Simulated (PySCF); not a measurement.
# Electron correlation in In (indium, neutral)

[Kr] 4d10 5s2 5d1, 2D determinant (an excited configuration). Computed with PySCF 2.14 in dyall-av2z, with no relativity, point nucleus. Frozen: [Kr] 4d10; 3 electrons correlated; the 62 highest virtual orbitals of each spin left out.

```json
{"level": "CCSD", "correlation energy (mhartree)": "-51.31"}
{"level": "(T)", "correlation energy (mhartree)": "-4.14"}
{"level": "CCSD(T)", "correlation energy (mhartree)": "-55.45"}
```

Diagnostics: T1 = 0.037, D1 = 0.0868, largest double amplitude 0.376.

A non-relativistic calculation at this Z misses sizeable relativistic shifts. The outer electron is Rydberg-like, and this basis confines it to a smaller radius and binds it less than a complete one would. T1 exceeds 0.03, a sign that the reference determinant is poor. A double-excitation amplitude exceeds 0.15, a sign of near-degeneracy.

Cost of the coupled-cluster step: roughly 5 core-seconds, for 3 correlated electrons.
